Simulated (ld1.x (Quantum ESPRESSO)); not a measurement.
# An all-electron radial function and its pseudo partner (O (Z = 8))

Columns: radius, all-electron u(r) and pseudo u(r) of the 2p shell (level -64.85 eV) of oxygen in the configuration [He] 2s2 2p1; revPBE, non-relativistic, TM semilocal scheme, ld1.x (Quantum ESPRESSO) 7.5.

| r (bohr) | all-electron | pseudo |
| --- | --- | --- |
| 0.095 | 0.1255 | 0.0406 |
| 0.190 | 0.3571 | 0.1562 |
| 0.285 | 0.5833 | 0.3287 |
| 0.380 | 0.7644 | 0.5310 |
| 0.475 | 0.8927 | 0.7322 |
| 0.570 | 0.9719 | 0.9033 |
| 0.665 | 1.0070 | 1.0233 |
| 0.760 | 1.0059 | 1.0827 |
| 0.855 | 0.9773 | 1.0840 |
| 0.950 | 0.9292 | 1.0385 |
| 1.045 | 0.8682 | 0.9619 |
| 1.140 | 0.8000 | 0.8698 |
| 1.235 | 0.7288 | 0.7744 |
| 1.330 | 0.6576 | 0.6836 |
| 1.425 | 0.5887 | 0.6013 |
| 1.520 | 0.5236 | 0.5285 |
| 1.615 | 0.4632 | 0.4646 |
| 1.710 | 0.4078 | 0.4080 |
| 1.805 | 0.3576 | 0.3576 |
| 1.900 | 0.3124 | 0.3124 |
| 1.995 | 0.2721 | 0.2721 |
| 2.090 | 0.2362 | 0.2362 |
| 2.185 | 0.2044 | 0.2044 |
| 2.280 | 0.1764 | 0.1764 |
| 2.375 | 0.1518 | 0.1518 |
| 2.470 | 0.1304 | 0.1304 |

**Question.** How many radial nodes do the two functions have?

**Answer.** The all-electron 2p function has n − l − 1 = 0; the pseudo-wave has 0.

**Question.** At about which radius was the pseudo-wave matched?

**Answer.** 1.90 bohr. The columns agree to 0.0005 from 1.71 bohr on; several derivatives are matched, so the curves merge somewhat inside the radius.

**Question.** Is the pseudo-wave norm-conserving?

**Answer.** Yes: the TM semilocal scheme keeps the norm inside the radius equal to the all-electron one, which fixes the energy derivative of the logarithmic derivative at the level.
